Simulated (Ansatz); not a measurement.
Compare A (`[CH3][Al]([NH2])[SiH2][SiH3]`) with its isomer B (`[CH3][AlH][N]([SiH3])[SiH3]`).

Calculated with Ansatz (gas phase, PBE0-D4/def2-TZVP geometries, no zero-point term in ΔE). CCSD(T)/CBS is the MP2 limit (def2-TZVPP, def2-QZVPP) plus CCSD(T) − MP2 in def2-TZVPP, frozen cores. Functionals use def2-TZVPP. B3LYP here is the variant with VWN-RPA as its local correlation; programs differ in this. Each species was taken in one conformer, which may not be the lowest.

Q: Which isomer does CCSD(T)/CBS put lower? Give the gap. (Best estimate.)

A: Ansatz gave: B, by 88.4 kJ/mol.

Q: Give E(B) − E(A) in kJ/mol with MP2/def2-TZVPP, CCSD(T)/def2-TZVPP, PBE0-D4, PBE-D4, ωB97M-V, HF/def2-TZVPP, B3LYP. (Estimate.)

A: Computed: MP2/def2-TZVPP -103.7, CCSD(T)/def2-TZVPP -88.2, PBE0-D4 -61.3, PBE-D4 -48.9, ωB97M-V -95.9, HF/def2-TZVPP -111.8, B3LYP -74.8. None reverses the order clearly.

Largest T1 diagnostic: 0.013.

From PBE to PBE0 (25 % exact exchange), in def2-TZVPP and without D4, E(B) − E(A) moves by −13.6 kJ/mol. In def2-TZVPP, CCSD(T) changes the Hartree–Fock value by +23.6 kJ/mol (the triples alone add +2.5 kJ/mol) and MP2 by +8.1 kJ/mol.
